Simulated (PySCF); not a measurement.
CH8B2SSi.
Bonds: B1–C2, C2–B3, B3–S4, S4–Si5. Hydrogens: H6, H7 on B1; H8, H9 on C2; H10 on B3; H11, H12, H13 on Si5.

Computed by this run: PBE0-D3(BJ)/def2-SVP geometry optimisation, gas phase in PySCF; density fitting, grid level 1; the optimiser is geomeTRIC in internal coordinates, started from a GFN2-xTB structure with every atom displaced at random (about 0.01 Å).

Step 1: E = -21215.6777 eV
```
atom  x, y, z in Å  |  force x, y, z in eV/Å
B1     -1.6304    0.9399    0.3678    0.073   0.068  -0.003
C2     -1.1156   -0.5296    0.3911   -0.284  -0.171   0.059
B3     -0.5959   -0.7278   -1.0735   -0.263  -0.023  -0.384
S4      1.0599   -0.4072   -1.6869    0.053  -0.011   0.158
Si5     2.1824    0.0814    0.1027    0.159  -0.026   0.013
H6     -2.7104    1.2118   -0.0988   -0.045  -0.015  -0.019
H7     -0.9300    1.8460    0.7613   -0.027  -0.029   0.018
H8     -1.9694   -1.2242    0.5345    0.188   0.126  -0.070
H9     -0.3382   -0.6937    1.1484    0.101   0.015   0.051
H10    -1.3532   -1.0436   -1.9774    0.140   0.048   0.253
H11     2.0747   -1.0059    1.1200   -0.037  -0.011  -0.036
H12     3.6040    0.1929   -0.3318   -0.017   0.020  -0.020
H13     1.7392    1.3688    0.7066   -0.040   0.009  -0.022
```

Step 2: E = -21215.6854 eV
```
atom  x, y, z in Å  |  force x, y, z in eV/Å
B1     -1.6666    0.9492    0.3591   -0.015  -0.023  -0.003
C2     -1.1213   -0.5100    0.3930   -0.013  -0.011   0.069
B3     -0.6006   -0.7108   -1.0723   -0.014  -0.002  -0.103
S4      1.0654   -0.3974   -1.6705    0.001  -0.045   0.042
Si5     2.2179    0.0611    0.1068    0.021   0.002   0.006
H6     -2.7550    1.1810   -0.1142    0.001   0.017  -0.011
H7     -0.9961    1.8748    0.7557   -0.002  -0.013   0.010
H8     -1.9557   -1.2181    0.5350    0.023   0.008  -0.017
H9     -0.3362   -0.6533    1.1514    0.012   0.019  -0.024
H10    -1.3509   -1.0441   -1.9620    0.029   0.039   0.050
H11     2.1149   -1.0475    1.1002   -0.012  -0.005  -0.009
H12     3.6308    0.1860   -0.3501   -0.017   0.010  -0.014
H13     1.7705    1.3376    0.7319   -0.013   0.004   0.004
```

Step 3: E = -21215.6873 eV
```
atom  x, y, z in Å  |  force x, y, z in eV/Å
B1     -1.6590    0.9482    0.3608   -0.009  -0.013   0.010
C2     -1.1154   -0.5114    0.3904    0.004   0.038   0.018
B3     -0.6037   -0.7138   -1.0791    0.057   0.030   0.037
S4      1.0683   -0.4180   -1.6661   -0.002  -0.036  -0.034
Si5     2.2106    0.0618    0.1105   -0.013   0.008   0.008
H6     -2.7457    1.1941   -0.1113    0.013  -0.015  -0.010
H7     -0.9834    1.8664    0.7641    0.002   0.008   0.010
H8     -1.9481   -1.2184    0.5329   -0.026  -0.035   0.007
H9     -0.3241   -0.6555    1.1426   -0.016   0.010  -0.025
H10    -1.3568   -1.0379   -1.9638   -0.021   0.009  -0.027
H11     2.1074   -1.0429    1.1079    0.009  -0.001   0.003
H12     3.6213    0.1969   -0.3478   -0.002   0.006  -0.002
H13     1.7459    1.3391    0.7228    0.003  -0.009   0.005
```

Step 4: E = -21215.6887 eV
```
atom  x, y, z in Å  |  force x, y, z in eV/Å
B1     -1.6755    0.9494    0.3631   -0.011  -0.009   0.002
C2     -1.1260   -0.5069    0.3952    0.099   0.072  -0.025
B3     -0.5971   -0.7062   -1.0707    0.020   0.011   0.074
S4      1.0786   -0.4424   -1.6596   -0.017  -0.015  -0.016
Si5     2.2276    0.0549    0.1068   -0.036   0.004   0.006
H6     -2.7517    1.1929   -0.1338    0.013  -0.011  -0.003
H7     -1.0130    1.8675    0.7875    0.000   0.013   0.009
H8     -1.9569   -1.2183    0.5220   -0.035  -0.049   0.007
H9     -0.3422   -0.6500    1.1543   -0.009   0.000   0.001
H10    -1.3502   -1.0181   -1.9562   -0.061  -0.013  -0.086
H11     2.1384   -1.0470    1.1084    0.017   0.003   0.011
H12     3.6310    0.2017   -0.3680    0.014   0.004   0.013
H13     1.7539    1.3312    0.7148    0.005  -0.011   0.007
```

**Question.** Estimate the geometry and energy of step 5. (The exact step hangs on the optimiser's Hessian estimate; all steps are aligned on step 4, rigid shifts and turns removed.)

**Answer.** E = -21215.6904 eV, largest force 0.099 eV/Å
```
atom  x, y, z in Å  |  force x, y, z in eV/Å
B1     -1.6766    0.9543    0.3622   -0.028  -0.021  -0.017
C2     -1.1165   -0.4970    0.3963    0.078   0.048  -0.037
B3     -0.5981   -0.7021   -1.0730   -0.004   0.006   0.075
S4      1.0797   -0.4571   -1.6602    0.009  -0.008  -0.027
Si5     2.2242    0.0443    0.1089   -0.027   0.000  -0.004
H6     -2.7527    1.1790   -0.1427    0.001   0.020   0.001
H7     -1.0264    1.8817    0.7871   -0.007  -0.002   0.006
H8     -1.9427   -1.2148    0.5282   -0.015  -0.019   0.013
H9     -0.3277   -0.6333    1.1505   -0.001  -0.017   0.017
H10    -1.3581   -1.0074   -1.9570   -0.035  -0.004  -0.053
H11     2.1526   -1.0629    1.1062    0.015   0.001   0.005
H12     3.6246    0.2135   -0.3675    0.014   0.001   0.013
H13     1.7349    1.3104    0.7249    0.000  -0.003   0.007
```

The energy changes by -0.0018 eV. The first-order estimate −F·Δx gives -0.0021 eV and the mean of the old and new forces, exact on a quadratic surface, -0.0015 eV. The step makes an angle of 80° with the force vector and moves no atom by more than 0.030 Å.

The cost below is that of the whole optimisation. On one thread, Arm Neoverse V1 (aarch64), shared host with 32 logical CPUs at a one-minute load of 11, this took 42 s of wall time and 0.52 GiB of memory at its peak.
